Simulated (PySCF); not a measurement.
**Electron correlation in Zr (zirconium, neutral)**

[Kr] 4d2 5s1 6s1, high-spin 5F determinant (an excited configuration). Computed with PySCF 2.14 in aug-cc-pVTZ-PP with ECP28MDF, with scalar relativity through the core potential. Frozen: 4s2 4p6; 4 electrons correlated.

| level | correlation energy (mhartree) |
| --- | --- |
| CCSD | -20.80 |
| (T) | -0.39 |
| CCSD(T) | -21.19 |

Diagnostics: T1 = 0.013, D1 = 0.0368, largest double amplitude 0.053.

The outer electron is Rydberg-like, and this basis confines it to a smaller radius and binds it less than a complete one would.

Cost of the coupled-cluster step: roughly 12 core-seconds, for 4 correlated electrons.
